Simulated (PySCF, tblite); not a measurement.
Isomers of [C3H2NO4S]- (charge -1), one GFN2-xTB conformer each. Single-point energies are computed at PBE0/pcSseg-1 (PySCF, gas phase, no added dispersion term), electronic only.

```
                        SMILES  GFN2-xTB relative energy (kJ/mol)
N#C[C@@H](C(=O)O)[S@@](=O)[O-]                                0.0
  N#C[C@@H](OC=O)[S@@](=O)[O-]                               52.9
```

Conformers: `[N:1]#[C:2][C@@H:3]([C:4](=[O:5])[OH:6])[S@@:7](=[O:8])[O-:9]` (charge -1) with C2–C3–C4–O5 27°, C3–C4–O6–H -167°, C2–C3–S7–O8 82°; `[N:1]#[C:2][C@@H:3]([O:4][CH:5]=[O:6])[S@@:7](=[O:8])[O-:9]` (charge -1) with C2–C3–O4–C5 171°, C3–O4–C5–O6 61°, C2–C3–S7–O8 102°.

Question: What does PBE0/pcSseg-1 give for the same structures?

Answer: 
```tsv
SMILES	PBE0/pcSseg-1 E (Eh)	PBE0/pcSseg-1 (kJ/mol)	GFN2-xTB (kJ/mol)	point group
N#C[C@@H](C(=O)O)[S@@](=O)[O-]	-868.68276	0.0	0.0	C1
N#C[C@@H](OC=O)[S@@](=O)[O-]	-868.63161	134.3	52.9	C1
```

Both levels put the same isomer lowest. As drawn, the lower has an O–H bond, which the higher lacks.

Question: What happens when harmonic zero-point energies from GFN2-xTB frequencies are added?

Answer: 
```
                        SMILES  ZPE (kJ/mol)  electronic (kJ/mol)  with ZPE (kJ/mol)
N#C[C@@H](C(=O)O)[S@@](=O)[O-]         145.6                  0.0                0.0
  N#C[C@@H](OC=O)[S@@](=O)[O-]         145.6                134.3              134.4
```

The zero-point energies span 0.0 kJ/mol. The order is unchanged.
